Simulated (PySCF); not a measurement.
A structure optimised at PBE-D3(BJ)/def2-SVP, used in a PySCF frequency run:

```
C
H 1 1.1095
H 1 1.1095 2 106.76
C 1 1.5305 2 111.58 3 -122.15
H 4 1.1091 1 112.37 2 -59.87
H 4 1.1091 5 107.14 1 123.89
H 4 1.1125 5 106.84 6 114.21
Cd 1 2.1257 2 105.86 3 112.48
Cl 8 2.3174 3 156.43 1 179.43
```

Question: Write its SMILES, formula and point group.

Answer: C[CH2][Cd][Cl], C2H5CdCl, Cs

Question: What are its rotational constants (standard atomic weights)?

Answer: 20.562, 1.3017, 1.2435 GHz
